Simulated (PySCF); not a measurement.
**Deuteron quadrupole couplings in `CCC1=C[P@@H+]1CC`**

Compound: C6H12P (charge +1).
Z-matrix (Å and degrees, GFN2-xTB geometry), rows numbered from 1:
```
C 
C   1  1.5286
C   2  1.4571  1  111.03
C   3  1.3296  2  152.41  1  -133.54
P   4  1.7861  3   69.23  2   176.55
C   5  1.8346  3  126.56  4   -92.83
C   6  1.5262  5  110.29  3   130.89
H   1  1.0897  2  110.46  3   -58.19
H   1  1.0871  2  110.69  3    62.44
H   1  1.0855  2  109.94  3  -177.86
H   2  1.0933  1  110.93  3  -120.77
H   2  1.0946  1  109.39  3   120.29
H   4  1.0693  3  142.70  5  -179.73
H   5  1.3814  3  119.20  4    90.88
H   6  1.0945  5  107.03  3     9.12
H   6  1.0940  5  108.53  3  -107.66
H   7  1.0879  6  111.31  5   -63.02
H   7  1.0887  6  111.26  5    58.37
H   7  1.0871  6  109.24  5   177.34
```

Level: PBE0/pcSseg-1 (PySCF, non-relativistic); Q(2H) = 0.00286 b; rigid geometry, the same for H and D, with no vibrational averaging.

Question: Rank these positions by the coupling χzz of a deuteron there, largest first.
A. H10 (methyl hydrogen)
B. H18 (methyl hydrogen)
C. H15 (methylene hydrogen)
D. H14 (P–H hydrogen)
E. H13 (vinylic hydrogen)

Answer: E (232 kHz), A (210 kHz), B (205 kHz), C (196 kHz), D (133 kHz).

Give the electric field gradient Vzz (the principal value of largest size), its asymmetry and the 2H coupling at each hydrogen.

```tsv
atom	bonded to	bond length (Å)	Vzz (au)	η	χzz (kHz)
H8	C1	1.090	0.3076	0.04	207
H9	C1	1.087	0.3093	0.04	208
H10	C1	1.085	0.3121	0.03	210
H11	C2	1.093	0.2932	0.04	197
H12	C2	1.095	0.2925	0.04	197
H13	C4	1.069	0.3447	0.00	232
H14	P5	1.381	0.1979	0.09	133
H15	C6	1.094	0.2918	0.05	196
H16	C6	1.094	0.2926	0.05	197
H17	C7	1.088	0.3073	0.05	207
H18	C7	1.089	0.3055	0.05	205
H19	C7	1.087	0.3088	0.04	207
```

Average by the element that carries the hydrogen.

on C: 206 kHz over 11 positions, mean bond length 1.088 Å; on P: 133 kHz over 1 position, mean bond length 1.381 Å.

How does χzz go with the bond length over the 11 C–H bonds?

A straight-line fit has a slope of -14.1 kHz for each 0.01 Å, with a correlation coefficient of -0.99, over lengths from 1.069 to 1.095 Å. The longer bonds have the smaller couplings here.

Give the 2H NMR doublet splittings at H13 for a magnetic field along the z, y and x axes of the gradient: 3χ/2, 3χ(1 + η)/4, 3χ(1 − η)/4.

With |χ| = 231.6 kHz and η = 0.003: 347, 174 and 173 kHz, to first order and without motion.

Geometry: GFN2-xTB, one conformer, isolated ion. GFN2-xTB bond lengths can be off by several hundredths of an ångström, more for odd bonds, and the gradients follow them. These gradients aren't converged with respect to the basis.

These values come from a run that also computed NMR shieldings. The run took 35 s of wall time (with the writing of density and orbital grids) on Arm Neoverse V1, one thread, shared host with 32 logical CPUs at a one-minute load of 11, and the process peaked at 0.84 GiB of memory.
